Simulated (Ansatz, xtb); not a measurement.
**FOSi2+: which of two structures lies lower**

Structure I is a singlet given by its coordinates and structure II is a triplet given by its coordinates. Both are isolated ions in the gas phase, relaxed with B3LYP-D3(BJ)/def2-SVP.

I (Å):

```xyz
4

F     1.0787   -1.1451    0.7861
O     0.0079    0.6964   -0.5672
Si    1.6573    0.1521    0.0282
Si   -1.4146    1.1465   -1.0686
```

Close contacts (Å): F1–Si3 1.61, O2–Si3 1.84, O2–Si4 1.57.

II (Å):

```xyz
4

F     1.3244   -1.2380    0.8826
O     0.0269    0.7090   -0.5727
Si    1.4175    0.1048    0.0238
Si   -1.4396    1.2743   -1.1551
```

Close contacts (Å): F1–Si3 1.60, O2–Si3 1.63, O2–Si4 1.68.

Q: Estimate which is lower in electronic energy at CCSD(T)/def2-TZVPP, and by roughly how much.

A: The CCSD(T)/def2-TZVPP calculation puts structure I lower, by 286.5 kJ/mol.

The same difference at several levels:

```csv
level,geometry,E(II) − E(I) (kJ/mol),departure from the last row (kJ/mol),"job, with rough time for the two"
B3LYP-D3(BJ)/def2-SVP,B3LYP-D3(BJ)/def2-SVP,+257.6,−28.9,"optimisation, 38 s"
HF/def2-TZVPP,B3LYP-D3(BJ)/def2-SVP,+235.6,−50.9,part of the CCSD(T) run
MP2/def2-TZVPP,B3LYP-D3(BJ)/def2-SVP,+288.5,+2.1,part of the CCSD(T) run
CCSD(T)/def2-TZVPP,B3LYP-D3(BJ)/def2-SVP,+286.5,,"single point, 1.8 min"
```

The levels shown agree on the order. The largest departure from CCSD(T)/def2-TZVPP is that of HF/def2-TZVPP, 50.9 kJ/mol. Levels run at GFN2-xTB geometries aren't shown.

With harmonic frequencies from B3LYP-D3(BJ)/def2-SVP (ideal gas, rigid rotor, one conformer each, 298.15 K, 1 atm): the zero-point term adds −0.3 kJ/mol; ΔH is +285.6 and ΔG +284.8 kJ/mol.

Open shells are spin-unrestricted. The correlated steps freeze 12 core orbitals. ΔG holds the spin degeneracy. Programs: Ansatz 0.2.0; the last row on 1 thread of Arm Neoverse V1 on a shared host.
